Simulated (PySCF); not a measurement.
## Electron correlation in Al⁺ (aluminium, charge +1)

[Ne] 3s2, closed-shell 1S. All numbers are calculated (PySCF 2.14, the spin-free X2C one-electron Hamiltonian (Gaussian nucleus), in ANO-RCC-VTZP). Frozen: 1s2; 10 electrons correlated.

| level | correlation energy (mhartree) |
| --- | --- |
| CCSD | -250.00 |
| (T) | -1.40 |
| CCSD(T) | -251.40 |
| CCSDT | -251.40 |

Diagnostics: T1 = 0.0050, D1 = 0.0148, largest double amplitude 0.106.

Cost of the coupled-cluster step: about 0.2 core-seconds, for 10 correlated electrons.
